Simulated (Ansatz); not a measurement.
FeO3(NH) (FeNO₃H), relaxed as a singlet with RKS PBE-D4/def2-SVP in Ansatz, starting from the GFN2-xTB geometry. Force threshold 0.02 eV/Å.

The restricted singlet is unstable towards broken spin symmetry in Hartree–Fock (as tested in another run); at PBE-D4/def2-SVP this wasn't settled. At PBE0-D4/def2-TZVP a triplet of charge 0 lies 0.58 eV below the restricted singlet at the same geometry.

Start:

```xyz
6

Fe    0.0193   -0.2478   -0.3583
O    -1.1002    0.1070   -1.2549
O     1.3020   -0.0213   -1.0566
O    -0.0892   -1.6704    0.0260
N    -0.0370    0.6316    0.9072
H    -0.0949    1.2010    1.7367
```

```
step  energy (eV)  largest force component (eV/Å)  SCF passes
   1  -42005.6961                           7.643          31
   2  -42006.7426                           3.240          33
   3  -42007.0389                           0.628          34
   4  -42007.0523                           0.094          33
   5  -42007.0526                           0.068          33
   6  -42007.0575                           0.830          41
   7  -42007.1012                           0.680          41
   8  -42007.1240                           0.866          36
   9  -42007.1857                           1.888          42
  10  -42007.3120                           0.622          44
  11  -42007.3299                           0.861          44
  12  -42007.3494                           0.090          36
  13  -42007.3500                           0.033          36
  14  -42007.3501                           0.001          29
```

Force components are those of the run's own axes.

End:

```xyz
6

Fe    0.1012   -0.1921   -0.3463
O    -1.2077    0.2464   -1.1485
O     1.3942   -0.1182   -1.2515
O    -0.1377   -1.6640    0.2241
N     0.3323    0.8562    0.9326
H    -0.4822    0.8718    1.5896
```

By distances, no bond broke or formed. The bond that changes most is Fe1–N5, from 1.54 to 1.67 Å (atoms count from 1).

No frequencies were taken in this run, so the end may be a saddle point.

Hardware: 4 threads of Arm Neoverse V1 on a shared host. Wall time 16 s.
